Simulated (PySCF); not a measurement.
C₂H₃Br₂Cl, SMILES C(Br)(Br)(Cl)C. Geometry: PBE-D3(BJ)/def2-SVP.

Task: Give the equilibrium geometry at PBE-D3(BJ)/def2-SVP (PySCF confirms it by a frequency run) as a Z-matrix, and its point group. (Estimate from the structure and the level; the computed values follow.)

Result: point group Cs.
```
C
C 1 1.5161
H 2 1.1063 1 110.03
H 2 1.1075 3 109.40 1 -120.16
H 2 1.1075 3 109.40 4 -119.68
Cl 1 1.7887 2 110.48 3 180.00
Br 1 1.9755 2 109.75 3 59.66
Br 1 1.9755 2 109.75 3 -59.66
```
